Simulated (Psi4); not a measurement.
C2H6BBr (SMILES CB(C)Br), singlet, at a GFN2-xTB geometry; R2SCAN/6-31G in Psi4.

The Psi4 input:
```
memory 2 GB

molecule mol {
0 1
B     0.698720    0.548905   -0.035905
Br   -0.784600   -0.616371    0.040318
C     0.549395    1.895003   -0.837442
H     1.496263    2.387907   -1.046820
H    -0.052783    2.599427   -0.258299
H     0.018774    1.763655   -1.780943
C     2.020224    0.123655    0.705398
H     2.733878    0.935235    0.829446
H     2.525411   -0.656965    0.131238
H     1.828129   -0.312753    1.686036
}

set {
  basis 6-31g
  reference rks
}

energy('r2scan')
print_variables()
```

Output, abridged:

```
   => Loading Basis Set <=

    Name: 6-31G
    Role: ORBITAL
    Keyword: BASIS

         ---------------------------------------------------------
                                   SCF
               by Justin Turney, Rob Parrish, Andy Simmonett
                          and Daniel G. A. Smith
                              RKS Reference
         ---------------------------------------------------------

  ==> Geometry <==

    Molecular point group: c1
    Full point group: C1

    Geometry (in Angstrom), charge = 0, multiplicity = 1:

       Center              X                  Y                   Z               Mass
    ------------   -----------------  -----------------  -----------------  -----------------
         B            0.821870277009     0.645650091817    -0.042233277856    11.009305360000
         BR          -0.661449722991    -0.519625908183     0.033989722144    78.918337600000
         C            0.672545277009     1.991748091817    -0.843770277856    12.000000000000
         H            1.619413277009     2.484652091817    -1.053148277856     1.007825032230
         H            0.070367277009     2.696172091817    -0.264627277856     1.007825032230
         H            0.141924277009     1.860400091817    -1.787271277856     1.007825032230
         C            2.143374277009     0.220400091817     0.699069722144    12.000000000000
         H            2.857028277009     1.031980091817     0.823117722144     1.007825032230
         H            2.648561277009    -0.560219908183     0.124909722144     1.007825032230
         H            1.951279277009    -0.216007908183     1.679707722144     1.007825032230

  Running in c1 symmetry.

  Rotational constants: A =      0.24665  B =      0.09686  C =      0.07134 [cm^-1]
  Rotational constants: A =   7394.39533  B =   2903.79743  C =   2138.60341 [MHz]
  Nuclear repulsion =  216.897091123631299

  Charge       = 0
  Multiplicity = 1
  Electrons    = 58
  Nalpha       = 29
  Nbeta        = 29

  ==> Algorithm <==

  SCF Algorithm Type is DF.
  DIIS enabled.
  MOM disabled.
  Fractional occupation disabled.
  Guess Type is SAD.
  Energy threshold   = 1.00e-06
  Density threshold  = 1.00e-06
  Integral threshold = 1.00e-12

  ==> Primary Basis <==

  Basis Set: 6-31G
    Blend: 6-31G
    Number of shells: 38
    Number of basis functions: 68
    Number of Cartesian functions: 68
    Spherical Harmonics?: false
    Max angular momentum: 2

  ==> DFT Potential <==

   => LibXC <=

[...]
   @DF-RKS iter   3: -2678.38118313270024   -6.36287e-01   1.80554e-03 DIIS/ADIIS
   @DF-RKS iter   4: -2678.38780722609954   -6.62409e-03   4.08204e-04 DIIS/ADIIS
   @DF-RKS iter   5: -2678.38810006460744   -2.92839e-04   1.89129e-04 DIIS/ADIIS
   @DF-RKS iter   6: -2678.38820845289911   -1.08388e-04   3.08658e-05 DIIS
   @DF-RKS iter   7: -2678.38821128599011   -2.83309e-06   9.74617e-06 DIIS
   @DF-RKS iter   8: -2678.38821158678911   -3.00799e-07   6.20378e-07 DIIS
  Energy and wave function converged.

  ==> Post-Iterations <==

   Electrons on quadrature grid:
      Ntotal   =   58.0000284444 ; deviation = 2.844e-05

    Orbital Energies [Eh]
    ---------------------

    Doubly Occupied:

[...]
    Virtual:

[...]
    Final Occupation by Irrep:
              A
    DOCC [    29 ]
    NA   [    29 ]
    NB   [    29 ]

  @DF-RKS Final Energy: -2678.38821158678911

   => Energetics <=

    Nuclear Repulsion Energy =            216.8970911236312986
    One-Electron Energy =               -4154.1280690468702232
    Two-Electron Energy =                1367.3075644357445526
    DFT Exchange-Correlation Energy =    -108.4647980992946401
    Empirical Dispersion Energy =           0.0000000000000000
    VV10 Nonlocal Energy =                  0.0000000000000000
    Total Energy =                      -2678.3882115867891116

Computation Completed

Properties will be evaluated at   0.000000,   0.000000,   0.000000 [a0]

Properties computed using the SCF density matrix

 Multipole Moments:

 ------------------------------------------------------------------------------------
     Multipole            Electronic (a.u.)      Nuclear  (a.u.)        Total (a.u.)
 ------------------------------------------------------------------------------------

 L = 1.  Multiply by 2.5417464519 to convert [e a0] to [Debye]
 Dipole X            :        -12.9591278           13.4977507            0.5386229
 Dipole Y            :        -10.1805138           10.6036489            0.4231351
 Dipole Z            :          0.6659289           -0.6936072           -0.0276783
 Magnitude           :                                                    0.6855100

 ------------------------------------------------------------------------------------

  Variable Map:
  ----------------------------------------------------------------------------
[...]
  Array Variable Map:
  ----------------------------------------------------------------------------
[...]
[...]
```
